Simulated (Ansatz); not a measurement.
Isolated molecules relaxed with PBE0-D4/def2-TZVP in Ansatz; ΔE leaves out vibrations. CCSD(T)/CBS is the MP2 limit (def2-TZVPP, def2-QZVPP) plus CCSD(T) − MP2 in def2-TZVPP, frozen cores. Functionals use def2-TZVPP. B3LYP here is the variant with VWN-RPA as its local correlation; programs differ in this. Each species was taken in one conformer, which may not be the lowest.

Consider the cleavage of the B–B bond: `C=CBB(C)F` + silanol → `CB(F)O[SiH3]` + `BC=C`.

`C=CBB(C)F`:

Z-matrix (Å, degrees):
```
C
B 1 1.567
H 1 1.092 2 114.4
H 1 1.094 2 111.6 3 124.9
H 1 1.099 2 107.5 3 -118.6
F 2 1.343 1 116.2 3 -162.5
B 2 1.690 1 124.6 3 19.7
C 7 1.541 2 125.4 1 -92.2
H 7 1.205 2 119.1 1 85.5
C 8 1.339 7 120.9 2 179.7
H 8 1.089 7 121.9 2 -1.3
H 10 1.086 8 120.6 7 -0.9
H 10 1.088 8 122.8 7 178.9
```

`O[SiH3]`:

```xyz
6

O     0.718   -0.521    0.925
Si   -0.332    0.151   -0.153
H     1.612   -0.695    0.630
H     0.141    1.480   -0.626
H    -1.615    0.302    0.571
H    -0.524   -0.718   -1.347
```

`CB(F)O[SiH3]`:

```xyz
11

C    -1.074   -1.772   -0.001
B    -0.060   -0.621   -0.278
F     0.892   -0.798   -1.209
O    -0.085    0.562    0.375
Si    0.871    1.913    0.255
H    -0.542   -2.681    0.295
H    -1.616   -2.026   -0.917
H    -1.796   -1.519    0.774
H     2.277    1.577    0.586
H     0.339    2.888    1.235
H     0.794    2.477   -1.115
```

`BC=C`:

```xyz
8

B     0.095    0.712   -1.065
C     0.093   -0.524   -0.156
C    -0.149   -0.403    1.156
H    -0.126    1.784   -0.579
H     0.309    0.634   -2.240
H     0.287   -1.522   -0.545
H    -0.348    0.571    1.593
H    -0.160   -1.251    1.836
```

```
             level  ΔE (kJ/mol)  difference from CCSD(T)/CBS
            PBE-D4       -159.1                         14.7
           PBE0-D4       -166.2                          7.6
          B3LYP-D4       -175.1                         -1.3
           ωB97X-V       -172.1                          1.7
           ωB97M-V       -176.8                         -3.0
            B2PLYP       -177.1                         -3.3
               PBE       -158.4                         15.4
              PBE0       -165.7                          8.1
    MP2/def2-TZVPP       -179.0                         -5.2
SCS-MP2/def2-TZVPP       -180.0                         -6.2
   CCSD/def2-TZVPP       -177.4                         -3.6
CCSD(T)/def2-TZVPP       -175.7                         -1.9
     HF/def2-QZVPP       -194.4                        -20.6
    MP2/def2-QZVPP       -178.2                         -4.4
SCS-MP2/def2-QZVPP       -179.2                         -5.4
    CCSD/CBS(def2)       -175.5                         -1.7
       CCSD(T)/CBS       -173.8                            0
```

Largest T1 diagnostic among the species: 0.012.

From PBE to PBE0 (25 % exact exchange), in def2-TZVPP and without D4, ΔE moves by −7.3 kJ/mol. In def2-TZVPP, CCSD(T) changes the Hartree–Fock value by +18.0 kJ/mol (the triples alone add +1.7 kJ/mol) and MP2 by +14.7 kJ/mol.
